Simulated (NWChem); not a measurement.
System: CH3BiCl2; SMILES [Bi]([Cl])([Cl])[CH3]

The following NWChem deck was run.

```
start job
memory heap 200 mb stack 900 mb global 1100 mb
geometry units angstroms noautoz
  Bi    -0.335771    -0.000547     0.241357
  Cl     1.214771    -1.902051    -0.081234
  Cl     1.208334     1.906733    -0.079421
  C     -0.974789    -0.005123    -1.921594
  H     -1.635880     0.853371    -2.107655
  H     -1.494447    -0.948722    -2.140204
  H     -0.065539     0.077722    -2.531037
end
basis spherical
  * library def2-svpd
end
ecp
  Bi library def2-ecp
end
dft
  xc pbe0
  iterations 150
end
tddft
  cis
  nroots 6
  notriplet
end
task tddft energy
```

The geometry was optimised at PBE0/def2-SVP. Not confirmed as a minimum by frequencies. def2 effective core potentials on Bi; no spin-orbit coupling.

Vertical excitations in the gas phase.

Give the results of this calculation. (PBE0/def2-SVPD with def2 effective core potentials on Bi, TDA.) Quantities: lowest excitation, singlet (eV); oscillator strength of that lowest state; lowest state with f > 0.02, singlet (eV); oscillator strength of that bright state; orbital gap (eV).


```
Item                                      Result
----------------------------------------  ------
lowest excitation, singlet (eV)             4.39
oscillator strength of that lowest state   0.021
lowest state with f > 0.02, singlet (eV)    4.39
oscillator strength of that bright state   0.021
orbital gap (eV)                            5.61
```
